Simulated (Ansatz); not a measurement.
The geometry has Oh symmetry (within 0.05 Å) and had no frequency check at the DFT level, so a distortion to lower symmetry isn't ruled out.

The numbers are results of Ansatz (a quantum-chemistry and plane-wave program) with frozen-core CCSD(T)/def2-SVP // B3LYP-D3(BJ)/def2-SVP, not measurements.

Ansatz 0.2 input:
```yaml
crystal:
  periodic: [false, false, false]
  atoms:
    - { symbol: Si, position_ang: [0.002052, 1.695589, 1.202768] }
    - { symbol: Si, position_ang: [1.698057, -0.003335, 1.199302] }
    - { symbol: Si, position_ang: [-0.001271, -1.698935, 1.197763] }
    - { symbol: Si, position_ang: [-1.697288, -0.000014, 1.201357] }
    - { symbol: Si, position_ang: [-1.697964, 0.00331, -1.199227] }
    - { symbol: Si, position_ang: [0.001277, 1.698994, -1.197809] }
    - { symbol: Si, position_ang: [1.697214, -0.000009, -1.201286] }
    - { symbol: Si, position_ang: [-0.002044, -1.695698, -1.202815] }
    - { symbol: H, position_ang: [0.00356, 2.913678, 2.066784] }
    - { symbol: H, position_ang: [2.917879, -0.005734, 2.060869] }
    - { symbol: H, position_ang: [-0.002143, -2.919505, 2.058268] }
    - { symbol: H, position_ang: [-2.916258, -0.000028, 2.064142] }
    - { symbol: H, position_ang: [-2.91778, 0.005706, -2.0608] }
    - { symbol: H, position_ang: [0.002171, 2.919567, -2.058314] }
    - { symbol: H, position_ang: [2.916183, 0.000001, -2.064071] }
    - { symbol: H, position_ang: [-0.003545, -2.913787, -2.066834] }
basis:
  gaussian: { orbitals: def2-SVP }
correlation:
  method: ccsd_t
```

Output:

```
Functional definition: HF
1752 factors; integrals over basis functions are off by at most 9.2e-4 eV
mean field evaluation 1: about -63000.7204 eV, gradient 2.0e1 eV
mean field evaluation 2: about -63000.7212 eV, gradient 2.0e1 eV
mean field evaluation 4: about -63003.6735 eV, gradient 2.3e0 eV
mean field evaluation 8: about -63003.6930 eV, gradient 7.9e-6 eV
mean field evaluation 16: about -63003.6926 eV, gradient 3.8e-2 eV
mean field -63003.69296024 eV, -2315.3430108521 hartree, gradient 2.3e-6 eV, S^2 0.000000; 0 other end points of the search recorded, 0 dependent functions left out
40 core orbitals not correlated
reference -63003.69296024 eV, -2315.3430108521 hartree; 20, 20 occupied and 124, 124 virtual orbitals, 1752 factors
second order -20.20461970 eV of doubles, -0.00000000 eV of singles
cycle   1  -21.91461539 eV  change    -1.7e0 eV  update   1.4e-1
cycle   2  -22.77768208 eV  change   -8.6e-1 eV  update   4.4e-2
cycle   3  -22.89340100 eV  change   -1.2e-1 eV  update   1.7e-2
cycle   4  -22.88983897 eV  change    3.6e-3 eV  update   4.2e-3
cycle   5  -22.88841966 eV  change    1.4e-3 eV  update   1.4e-3
cycle   6  -22.88793223 eV  change    4.9e-4 eV  update   3.9e-4
cycle   7  -22.88784546 eV  change    8.7e-5 eV  update   1.1e-4
cycle   8  -22.88788812 eV  change   -4.3e-5 eV  update   3.4e-5
perturbative correction -1.14028230 eV, -0.0419046016 hartree
Total energy: -63027.72113066 eV, -2316.2260298281 hartree
```

Cost: roughly 2.0 core-minutes.
